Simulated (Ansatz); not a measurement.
Ansatz (a program for electronic structure) input for C₃H₅BO₂, SMILES C=C1OCB1O, PBE-D3(BJ)/def2-SVP. 

Ansatz 0.2 input:
```yaml
crystal:
  periodic: [false, false, false]
  atoms:
    - {symbol: C, position_ang: [-1.02358548, -1.83513623, 0.00000000]}
    - {symbol: C, position_ang: [-0.22237269, -0.76489303, 0.00000000]}
    - {symbol: O, position_ang: [1.16203168, -0.79352558, 0.00000000]}
    - {symbol: C, position_ang: [1.36700082, 0.64246453, 0.00000000]}
    - {symbol: B, position_ang: [-0.22243746, 0.79851630, -0.00000000]}
    - {symbol: O, position_ang: [-1.15452713, 1.75817720, -0.00000000]}
    - {symbol: H, position_ang: [-2.10491739, -1.69218924, -0.00000000]}
    - {symbol: H, position_ang: [-0.62414229, -2.85286035, 0.00000000]}
    - {symbol: H, position_ang: [1.92576554, 0.96416728, 0.89587839]}
    - {symbol: H, position_ang: [1.92576554, 0.96416728, -0.89587839]}
    - {symbol: H, position_ang: [-0.79657642, 2.65230892, -0.00000000]}
basis:
  gaussian:
    orbitals: def2-SVP
hamiltonian:
  xc: pbe
  dispersion: d3bj
relax: {f_tol: 0.002, max_steps: 200}
```

Program output:

```
WARN ansatz: RAYON_NUM_THREADS=1 ignored (pool sized by the plan → 1); use --threads N
Functional definition: PBE
integrals: 0.05 GiB planned
1204 factors; their error is unknown
mean field: 0.30 GiB planned
mean field evaluation 1: about -7936.5427 eV, gradient 6.8e1 eV
mean field evaluation 2: about -7923.0896 eV, gradient 1.0e2 eV
mean field evaluation 4: about -7946.9720 eV, gradient 9.6e0 eV
mean field evaluation 8: about -7947.1954 eV, gradient 3.2e-1 eV
mean field evaluation 16: about -7947.1421 eV, gradient 4.4e-4 eV
mean field -7947.14205923 eV, -292.0520839103 hartree, gradient 3.1e-5 eV, S^2 0.000000; 0 other end points of the search recorded, 0 dependent functions left out
the calculation of the forces begins
reference -7947.14209148 eV, -292.0520850955 hartree; 22, 22 occupied and 87, 87 virtual orbitals, 1204 factors
relax step   1: F+E_penalty+E_count = -7947.34556931 eV  Δ(F+E_penalty+E_count) = +0.000e0 eV  max|allowed force component| = 6.147e-1 eV/Å  Δτ_max = 0.0000 Å  (31 SCF iters, accepted)
these checks for a lower state are left out or cut short: starts, cluster_reference, orbital_swaps, neighbouring_geometries, increment
integrals: 0.05 GiB planned
1204 factors; their error is unknown
mean field: 0.30 GiB planned
mean field -7947.16624898 eV, -292.0529728671 hartree, gradient 2.1e-5 eV, S^2 0.000000; 0 other end points of the search recorded, 0 dependent functions left out
the calculation of the forces begins
reference -7947.16628136 eV, -292.0529740573 hartree; 22, 22 occupied and 87, 87 virtual orbitals, 1204 factors
relax step   2: F+E_penalty+E_count = -7947.36900893 eV  Δ(F+E_penalty+E_count) = -2.344e-2 eV  max|allowed force component| = 3.282e-1 eV/Å  Δτ_max = 0.0172 Å  (34 SCF iters, accepted)
these checks for a lower state are left out or cut short: starts, cluster_reference, orbital_swaps, neighbouring_geometries, increment
integrals: 0.05 GiB planned
1204 factors; their error is unknown
mean field: 0.30 GiB planned
mean field evaluation 32: about -7947.1710 eV, gradient 8.9e-5 eV
mean field -7947.17104731 eV, -292.0531492026 hartree, gradient 2.1e-5 eV, S^2 0.000000; 0 other end points of the search recorded, 0 dependent functions left out
the calculation of the forces begins
reference -7947.17107977 eV, -292.0531503954 hartree; 22, 22 occupied and 87, 87 virtual orbitals, 1204 factors
relax step   3: F+E_penalty+E_count = -7947.37351247 eV  Δ(F+E_penalty+E_count) = -4.504e-3 eV  max|allowed force component| = 7.642e-2 eV/Å  Δτ_max = 0.0082 Å  (33 SCF iters, accepted)
these checks for a lower state are left out or cut short: starts, cluster_reference, orbital_swaps, neighbouring_geometries, increment
integrals: 0.05 GiB planned
1204 factors; their error is unknown
mean field: 0.30 GiB planned
mean field -7947.17089903 eV, -292.0531437535 hartree, gradient 2.1e-5 eV, S^2 0.000000; 0 other end points of the search recorded, 0 dependent functions left out
the calculation of the forces begins
reference -7947.17093153 eV, -292.0531449478 hartree; 22, 22 occupied and 87, 87 virtual orbitals, 1204 factors
relax step   4: F+E_penalty+E_count = -7947.37345905 eV  Δ(F+E_penalty+E_count) = +5.342e-5 eV  max|allowed force component| = 6.801e-2 eV/Å  Δτ_max = 0.0062 Å  (33 SCF iters, rejected (line search))
these checks for a lower state are left out or cut short: starts, cluster_reference, orbital_swaps, neighbouring_geometries, increment
integrals: 0.05 GiB planned
1204 factors; their error is unknown
mean field: 0.30 GiB planned
mean field -7947.17124267 eV, -292.0531563821 hartree, gradient 2.1e-5 eV, S^2 0.000000; 0 other end points of the search recorded, 0 dependent functions left out
the calculation of the forces begins
reference -7947.17127515 eV, -292.0531575755 hartree; 22, 22 occupied and 87, 87 virtual orbitals, 1204 factors
relax step   5: F+E_penalty+E_count = -7947.37376291 eV  Δ(F+E_penalty+E_count) = -2.504e-4 eV  max|allowed force component| = 1.221e-2 eV/Å  Δτ_max = 0.0030 Å  (34 SCF iters, accepted)
these checks for a lower state are left out or cut short: starts, cluster_reference, orbital_swaps, neighbouring_geometries, increment
integrals: 0.05 GiB planned
1204 factors; their error is unknown
mean field: 0.30 GiB planned
mean field -7947.17122348 eV, -292.0531556768 hartree, gradient 1.1e-5 eV, S^2 0.000000; 0 other end points of the search recorded, 0 dependent functions left out
the calculation of the forces begins
reference -7947.17125595 eV, -292.0531568701 hartree; 22, 22 occupied and 87, 87 virtual orbitals, 1204 factors
relax step   6: F+E_penalty+E_count = -7947.37379436 eV  Δ(F+E_penalty+E_count) = -3.145e-5 eV  max|allowed force component| = 5.125e-3 eV/Å  Δτ_max = 0.0038 Å  (25 SCF iters, accepted)
these checks for a lower state are left out or cut short: starts, cluster_reference, orbital_swaps, neighbouring_geometries, increment
integrals: 0.05 GiB planned
1204 factors; their error is unknown
mean field: 0.30 GiB planned
mean field evaluation 64: about -7947.1712 eV, gradient 5.4e-5 eV
mean field -7947.17122797 eV, -292.0531558419 hartree, gradient 5.4e-5 eV, S^2 0.000000; 0 other end points of the search recorded, 0 dependent functions left out
the calculation of the forces begins
reference -7947.17126044 eV, -292.0531570352 hartree; 22, 22 occupied and 87, 87 virtual orbitals, 1204 factors
relax step   7: F+E_penalty+E_count = -7947.37379652 eV  Δ(F+E_penalty+E_count) = -2.158e-6 eV  max|allowed force component| = 2.712e-3 eV/Å  Δτ_max = 0.0009 Å  (21 SCF iters, accepted)
these checks for a lower state are left out or cut short: starts, cluster_reference, orbital_swaps, neighbouring_geometries, increment
integrals: 0.05 GiB planned
1204 factors; their error is unknown
mean field: 0.30 GiB planned
mean field -7947.17122944 eV, -292.0531558956 hartree, gradient 2.7e-5 eV, S^2 0.000000; 0 other end points of the search recorded, 0 dependent functions left out
the calculation of the forces begins
reference -7947.17126191 eV, -292.0531570889 hartree; 22, 22 occupied and 87, 87 virtual orbitals, 1204 factors
relax step   8: F+E_penalty+E_count = -7947.37379705 eV  Δ(F+E_penalty+E_count) = -5.376e-7 eV  max|allowed force component| = 1.291e-3 eV/Å  Δτ_max = 0.0003 Å  (20 SCF iters, accepted)
integrals: 0.05 GiB planned
1204 factors; their error is unknown
mean field: 0.30 GiB planned
mean field -7947.17122944 eV, -292.0531558956 hartree, gradient 2.7e-5 eV, S^2 0.000000; 1 other end points of the search recorded, 0 dependent functions left out
the calculation of the forces begins
reference -7947.17126191 eV, -292.0531570889 hartree; 22, 22 occupied and 87, 87 virtual orbitals, 1204 factors
Total energy: -7947.37382952 eV, -292.0606013115 hartree
Atom 0 at    -1.034487    -1.846500    -0.000000 Å, force     0.000067     0.000560    -0.000000 eV/Å
Atom 1 at    -0.226000    -0.765789     0.000000 Å, force    -0.000095     0.000310     0.000000 eV/Å
Atom 2 at     1.174826    -0.803715     0.000000 Å, force     0.001164    -0.000558     0.000000 eV/Å
Atom 3 at     1.376726     0.655363    -0.000000 Å, force    -0.001291    -0.000211     0.000000 eV/Å
Atom 4 at    -0.219866     0.799070     0.000000 Å, force    -0.000756     0.000796     0.000000 eV/Å
Atom 5 at    -1.167497     1.760657    -0.000000 Å, force     0.000392    -0.000351    -0.000000 eV/Å
Atom 6 at    -2.123459    -1.701264    -0.000000 Å, force     0.000041    -0.000109    -0.000000 eV/Å
Atom 7 at    -0.634291    -2.872597    -0.000000 Å, force     0.000180     0.000123     0.000000 eV/Å
Atom 8 at     1.942084     0.976602     0.902631 Å, force     0.000147    -0.000232     0.000007 eV/Å
Atom 9 at     1.942084     0.976602    -0.902631 Å, force     0.000147    -0.000232    -0.000007 eV/Å
Atom 10 at    -0.798116     2.662767     0.000000 Å, force     0.000006    -0.000098     0.000000 eV/Å
Dipole moment:     0.055307     0.629709    -0.000000 e Å
```

The calculation finished and met its thresholds.

Cost: very roughly 30 core-seconds.
